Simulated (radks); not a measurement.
Task: Radial electron density D(r) = 4 pi r^2 rho(r) of an atom or ion with 16 electrons. Calculated with a radial shooting solver on a logarithmic mesh with Libxc functionals: Dirac Kohn-Sham, LDA (Slater exchange, Perdew-Wang correlation), spin-unpolarised, spherical densities, finite nucleus; Fermi nuclear charge, rms radius of each element as measured or else 0.836 A^(1/3) + 0.57 fm.

| r (bohr) | D(r) (e/bohr) |
|---|---|
| 0.002501 | 0.4042 |
| 0.00282 | 0.5060 |
| 0.003154 | 0.6232 |
| 0.003556 | 0.7775 |
| 0.003977 | 0.9542 |
| 0.004485 | 1.186 |
| 0.005056 | 1.469 |
| 0.005656 | 1.791 |
| 0.006377 | 2.206 |
| 0.007132 | 2.671 |
| 0.008042 | 3.267 |
| 0.008995 | 3.925 |
| 0.01014 | 4.754 |
| 0.01143 | 5.725 |
| 0.01279 | 6.770 |
| 0.01442 | 8.044 |
| 0.01613 | 9.380 |
| 0.01819 | 10.96 |
| 0.0205 | 12.68 |
| 0.02293 | 14.37 |
| 0.02586 | 16.23 |
| 0.02892 | 17.95 |
| 0.03261 | 19.70 |
| 0.03677 | 21.24 |
| 0.04113 | 22.38 |
| 0.04637 | 23.21 |
| 0.05186 | 23.52 |
| 0.05848 | 23.33 |
| 0.06541 | 22.67 |
| 0.07375 | 21.54 |
| 0.08315 | 20.14 |
| 0.093 | 18.82 |
| 0.1049 | 17.66 |
| 0.1173 | 17.06 |
| 0.1322 | 17.13 |
| 0.1491 | 18.01 |
| 0.1668 | 19.44 |
| 0.188 | 21.33 |
| 0.2103 | 23.01 |
| 0.2371 | 24.20 |
| 0.2652 | 24.34 |
| 0.2991 | 23.19 |
| 0.3372 | 20.72 |
| 0.3771 | 17.52 |
| 0.4252 | 13.71 |
| 0.4756 | 10.40 |
| 0.5363 | 7.687 |
| 0.6046 | 6.129 |
| 0.6763 | 5.675 |
| 0.7625 | 5.907 |
| 0.8529 | 6.330 |
| 0.9616 | 6.536 |
| 1.084 | 6.200 |
| 1.213 | 5.380 |
| 1.367 | 4.148 |
| 1.529 | 2.924 |
| 1.724 | 1.779 |
| 1.929 | 0.9901 |
| 2.175 | 0.4583 |
| 2.452 | 0.1806 |
| 2.743 | 0.06451 |
| 3.092 | 0.01772 |
| 3.459 | 0.004367 |
| 3.9 | 0.0007721 |

What is the nuclear charge?

Result: Z = 20. The innermost maximum, from 1s, lies near gamma/Z bohr with gamma = sqrt(1 - (Z/c)^2) = 0.989, here 0.0495 bohr (found: 0.0527), and its height grows with Z. The density is that of the calcium ion Ca4+ in [Ne] 3s2 3p4; the configuration itself is not fixed sharply by these data, and Z only to about a unit. D(r) has 3 maxima, at r = 0.0527, 0.255, 0.954 bohr, and minima at 0.123, 0.682 bohr, inside which lie 2.15, 10.40 electrons.
